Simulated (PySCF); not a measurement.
Magnetic shielding above rings: a mixed set.

Probes without a nucleus sit at each ring's centroid and 1 Å off its mean plane on both sides; NICS is minus the shielding there, NICSzz its component along the normal. Level: GIAO PBE0/pcSseg-1 (PySCF, non-relativistic, gas phase) on the PBE0-D3(BJ)/def2-SVP geometries, one conformer each. Atom numbers follow the mapped SMILES.

Task: Order these rings by mean NICS(1)zz, lowest (most negative) first (ppm).
A. ring C4–C5–C6–O7–B8–O9 in `[CH3:1]/[N:2]=[CH:3]\[C@@H:4]1[CH2:5][CH2:6][O:7][BH:8][O:9]1`
B. ring C2–C3–C4–C5 in `[CH2:1]=[C:2]1[CH:3]=[CH:4]/[C:5]1=[C:6](\[CH3:7])[O:8][SiH3:9]`
C. ring C1–C2–O3–C4–C9 in `[cH:1]1[cH:2][o:3][c:4]([C@@H:5]2[CH2:6][CH2:7][SiH2:8]2)[cH:9]1`
D. ring C3–C4–C5–C6–S7 in `[CH3:1][CH2:2][C@@H:3]1[CH2:4][CH:5]=[CH:6][S:7]1(=[O:8])=[O:9]`
E. ring C4–C5–C6–C7–C8–C9 in `[CH3:1][C:2](=[S:3])[c:4]1[cH:5][cH:6][cH:7][cH:8][cH:9]1`
F. ring C3–C4–Si5 in `[CH:1]#[C:2][C@@H:3]1[CH2:4][Si@@H:5]1/[CH:6]=[CH:7]/[O:8][CH3:9]`
G. ring B1–C2–C3–C4–C5–N6 in `[BH:1]1[CH2:2][CH2:3][CH2:4][CH2:5][NH:6]1`

Result: E (-25.9), C (-24.5), F (-14.6), D (-1.9), G (0.0), A (1.0), B (5.6).

```json
{"SMILES": "CC(=S)c1ccccc1", "ring": "6-membered carbocycle; formal bonds all aromatic", "NICS(0)": "-7.5", "NICS(1)": "-10.7", "NICS(1)zz": "-25.9", "HOMA": "0.97", "rms pucker (Å)": "0.00", "ring atoms with four or more neighbours": "0"}
{"SMILES": "c1coc([C@@H]2CC[SiH2]2)c1", "ring": "5-membered ring with O; formal bonds all aromatic", "NICS(0)": "-11.6", "NICS(1)": "-9.9", "NICS(1)zz": "-24.5", "HOMA": "0.35", "rms pucker (Å)": "0.00", "ring atoms with four or more neighbours": "0"}
{"SMILES": "C#C[C@@H]1C[Si@@H]1/C=C/OC", "ring": "3-membered ring with Si; formal bonds all single", "NICS(0)": "-25.1", "NICS(1)": "-7.4", "NICS(1)zz": "-14.6", "HOMA": "–", "rms pucker (Å)": "0.00", "ring atoms with four or more neighbours": "3"}
{"SMILES": "CC[C@@H]1CC=CS1(=O)=O", "ring": "5-membered ring with S; formal bonds 1 double, 4 single", "NICS(0)": "-3.5", "NICS(1)": "-3.3", "NICS(1)zz": "-1.9", "HOMA": "–", "rms pucker (Å)": "0.10", "ring atoms with four or more neighbours": "3"}
{"SMILES": "B1CCCCN1", "ring": "6-membered ring with B and N; formal bonds all single", "NICS(0)": "-5.7", "NICS(1)": "-4.0", "NICS(1)zz": "0.0", "HOMA": "–", "rms pucker (Å)": "0.26", "ring atoms with four or more neighbours": "4"}
{"SMILES": "C/N=C\\[C@@H]1CCOBO1", "ring": "6-membered ring with B and 2 O; formal bonds all single", "NICS(0)": "-1.7", "NICS(1)": "-1.5", "NICS(1)zz": "1.0", "HOMA": "–", "rms pucker (Å)": "0.19", "ring atoms with four or more neighbours": "3"}
{"SMILES": "C=C1C=C/C1=C(\\C)O[SiH3]", "ring": "4-membered carbocycle; formal bonds 1 double, 3 single", "NICS(0)": "3.7", "NICS(1)": "-1.7", "NICS(1)zz": "5.6", "HOMA": "-0.88", "rms pucker (Å)": "0.00", "ring atoms with four or more neighbours": "0"}
```

NICS(0) gives another order. The isotropic NICS(1) gives another order. HOMA uses Krygowski's 1993 parameters; it is left out where a ring has a four-coordinate atom, a triple bond, no multiple bond or a kind of bond without parameters. NICS(1) and NICS(1)zz are means over the two faces.
